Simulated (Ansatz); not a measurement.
Dissociation curve of trigermane, SMILES [GeH3][GeH2][GeH3] (H₈Ge₃). The Ge1–H11 bond (Ge1 also carries Ge, H, H; H11 carries nothing else) is varied alone, starting from the PBE0/def2-SVP optimised geometry.

Levels: RKS-PBE = restricted PBE/cc-pVDZ (Ansatz, a first-principles code); UKS-PBE = unrestricted PBE/cc-pVDZ in Ansatz; UKS-PBE0 = unrestricted PBE0/cc-pVDZ in Ansatz; UCCSD(T) = CCSD(T) on UHF/cc-pVDZ, cores with 3d frozen (Ansatz).

Energies relative to the lowest point of each curve near equilibrium, in mEh; the last columns give the difference from UCCSD(T):

```tsv
R / Å	RKS-PBE	UKS-PBE	UKS-PBE0	UCCSD(T)	RKS-PBE − UCCSD(T)	UKS-PBE − UCCSD(T)	UKS-PBE0 − UCCSD(T)
1.25	42.5	42.5	41.1	43.2	-0.7	-0.7	-2.1
1.37	12.8	12.8	11.8	12.6	0.2	0.2	-0.8
1.44	4.4	4.4	3.7	4.1	0.3	0.3	-0.4
1.51	0.5	0.5	0.3	0.4	0.1	0.1	-0.1
1.54	0.0	0.0	0.0	0.0	0.0	0.0	0.0
1.57	0.0	0.0	0.2	0.1	-0.1	-0.1	0.1
1.66	2.7	2.7	3.6	3.3	-0.6	-0.6	0.3
1.73	6.9	6.9	8.4	8.0	-1.1	-1.1	0.4
1.89	20.5	20.5	23.5	22.7	-2.2	-2.2	0.8
2.03	34.6	34.6	39.1	37.7	-3.1	-3.1	1.3
2.27	59.6	59.6	66.5	63.7	-4.1	-4.1	2.8
2.55	86.2	86.2	96.1	90.1	-3.9	-3.9	6.0
2.85	109.8	109.1	115.7	110.9	-1.2	-1.8	4.7
3.23	132.3	122.9	126.0	125.2	7.2	-2.3	0.9
3.76	152.9	128.5	130.3	130.2	22.7	-1.7	0.1
4.44	167.3	129.9	131.5	131.1	36.2	-1.2	0.4
```

RKS-PBE is furthest from UCCSD(T) at 4.44 (36.2 mEh, above); its mean absolute difference over the points is 5.2 mEh.

UKS-PBE is furthest from UCCSD(T) at 2.27 (-4.1 mEh, below); its mean absolute difference over the points is 1.5 mEh.

UKS-PBE0 is furthest from UCCSD(T) at 2.55 (6.0 mEh, above); its mean absolute difference over the points is 1.3 mEh.

The restricted form behind RKS-PBE keeps the bonding electrons paired and can't separate into open-shell fragments. The unrestricted determinant behind UKS-PBE is spin-contaminated at 2.85 to 4.44 Å (<S²> up to 1.0, against 0.00 for a pure singlet). The unrestricted determinant behind UKS-PBE0 is spin-contaminated at 2.55 to 4.44 Å (<S²> up to 1.0, against 0.00 for a pure singlet). The unrestricted determinant behind UCCSD(T) is spin-contaminated at 2.27 to 4.44 Å (<S²> up to 1.0, against 0.00 for a pure singlet).
